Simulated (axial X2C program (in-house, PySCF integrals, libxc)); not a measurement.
**Potential curves of SnS⁺, with spin–orbit coupling**

Calculated with an in-house relativistic program for diatomic molecules. Two-component (2c) means X2C with spin–orbit coupling and atomic mean-field two-electron Coulomb and Gaunt terms. Basis: Sn dyall-cv3z [11s12p9d4f1g], S dyall-av3z [9s8p3d2f] (cores contracted in-house); Gaussian nuclei, density fitting, unrestricted open shells. Masses: Sn 119.902 u, S 31.972 u.

State: Ω = 3/2 (⟨Sz⟩ = 0.50, ⟨Lz⟩ = 1.00 at PBE). Energies in cm⁻¹ from the lowest point of each curve. Fits are polynomials in 1 − R0/R over 0.85 to 1.23 times the lowest point R0.

```tsv
R (Å)	PBE
2.0697	8754
2.1649	3855
2.2363	1683
2.3076	473
2.3790	0
2.4623	147
2.5455	838
2.6526	2266
2.7834	4480
2.9737	8003
```

The state is one determinant whose occupation by symmetry is held fixed; it was picked as the lowest of a PBE0 search that is not exhaustive. Density functionals use the spin component along the axis (collinear). Without a current term, density functionals place determinants with orbital angular momentum somewhat too high. At some level and bond length an empty orbital lies below a filled one.

Fit the PBE curve near its minimum: give the equilibrium distance and the harmonic wavenumber.

At PBE, 2c: Re = 2.401 Å, ωe ≈ 366 cm⁻¹; Be follows as 0.116 cm⁻¹.
